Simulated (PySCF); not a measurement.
Compound: C7H5NP (charge -1).
SMILES with atom numbers: `[CH:1]#[C:2][P-:3][c:4]1[cH:5][cH:6][n:7][cH:8][cH:9]1`

Structure used (GFN2-xTB), in Å, numbered top down from 1:
```
atom  x, y, z in Å
C1     3.6448   -0.4654   -0.0709
C2     2.7060    0.2931   -0.1394
P3     1.5390    1.5845   -0.2726
C4     0.0492    0.6622   -0.0944
C5    -1.1912    1.3423   -0.1423
C6    -2.3619    0.6464   -0.0058
N7    -2.4475   -0.6758    0.1750
C8    -1.2779   -1.3214    0.2197
C9    -0.0457   -0.7351    0.0977
H10    4.4109   -1.1835   -0.0010
H11   -1.2027    2.4161   -0.2868
H12   -3.3194    1.1633   -0.0401
H13   -1.3605   -2.3969    0.3674
H14    0.8565   -1.3302    0.1465
```

Probes without a nucleus sit at each ring's centroid and 1 Å off its mean plane on both sides; NICS is minus the shielding there, NICSzz its component along the normal. Level: GIAO PBE0/pcSseg-1 (PySCF, non-relativistic, gas phase) on the GFN2-xTB geometry, one conformer.

Ring bond lengths (Å), with Mayer bond orders in brackets: C4–C5 1.415 (1.28), C5–C6 1.369 (1.48), C6–N7 1.337 (1.44), N7–C8 1.337 (1.44), C8–C9 1.370 (1.47), C9–C4 1.414 (1.27).

Q: What do the NICS probes read (ppm)?

A: 
```json
{"ring": "C4–C5–C6–N7–C8–C9", "type": "6-membered ring with N; formal bonds all aromatic", "NICS(0)": "-2.1", "NICS(1), two faces": "-6.6 / -6.6", "NICS(1)zz, two faces": "-14.7 / -14.7", "rms pucker (Å)": "0.00", "centre to ring atoms, mean (Å)": "1.37"}
```

Q: What do they say, and how far can they be read as aromaticity?

A: 
- C4–C5–C6–N7–C8–C9: mean NICS(1)zz -14.7 ppm, shielded.

Q: What does the geometric index give? HOMA takes Krygowski's 1993 parameters.

A: 
- C4–C5–C6–N7–C8–C9: HOMA 0.91; the largest term is that of C4–C5, α(R − Ropt)² = 0.19.

Q: At the first NICS(1) probe listed for ring C4–C5–C6–N7–C8–C9, 1 Å off the ring, how large is the induced field along the normal in 11.7 T applied along it?

A: NICSzz × B0 = -14.7 ppm × 11.7 T = -172 μT, against the applied field.

Q: Give the inner angles of the rings and the Hirshfeld charges of the ring atoms.

A: 
- C4–C5–C6–N7–C8–C9: C4 114.9° (-0.064 e), C5 120.1° (-0.100 e), C6 124.8° (-0.031 e), N7 115.2° (-0.241 e), C8 125.3° (-0.027 e), C9 119.7° (-0.096 e); sum 720.0° against 720° for a flat convex ring.
